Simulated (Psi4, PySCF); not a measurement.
Psi4 was given this input:
```
memory 2 GB

molecule mol {
0 1
B     0.000011    0.000265    0.000368
C     1.526233   -0.148233   -0.370683
H     1.837628   -1.191716   -0.340873
H     2.141736    0.362178    0.370156
H     1.791906    0.250783   -1.346705
C    -0.550142   -0.622278    1.341599
H    -1.311379   -1.371296    1.124130
H    -1.048682    0.134363    1.946360
H     0.207890   -1.095705    1.960904
C    -0.976066    0.770665   -0.970706
H    -1.997908    0.852717   -0.608273
H    -1.009992    0.277987   -1.942191
H    -0.611403    1.778441   -1.166611
}

set {
  basis sto-3g
  reference rhf
  freeze_core true
  mp2_type conv
  scf_type pk
  puream true
  d_convergence 1e-8
}

energy('ccsd(t)')
print_variables()
```

**Question.** Write the same job for PySCF.

**Answer.** One answer among several that fit: 
```python
from pyscf import gto, scf, cc

mol = gto.M(
    atom='''
B     0.00001088    0.00026539    0.00036792
C     1.52623309   -0.14823315   -0.37068251
H     1.83762844   -1.19171630   -0.34087316
H     2.14173593    0.36217756    0.37015562
H     1.79190592    0.25078287   -1.34670484
C    -0.55014221   -0.62227830    1.34159877
H    -1.31137926   -1.37129600    1.12412977
H    -1.04868172    0.13436281    1.94635953
H     0.20789011   -1.09570452    1.96090406
C    -0.97606596    0.77066511   -0.97070561
H    -1.99790782    0.85271732   -0.60827282
H    -1.00999230    0.27798673   -1.94219118
H    -0.61140315    1.77844063   -1.16661060
''',
    basis='sto-3g',
    verbose=4,
)

mf = scf.RHF(mol)
mf.kernel()

mycc = cc.CCSD(mf, frozen=4)
mycc.kernel()
et = mycc.ccsd_t()
print('E(CCSD(T)) = %.10f' % (mycc.e_tot + et))
```

Both were run: Psi4 gave -142.110090 Eh and PySCF -142.110090 Eh, 0.000 mEh apart.
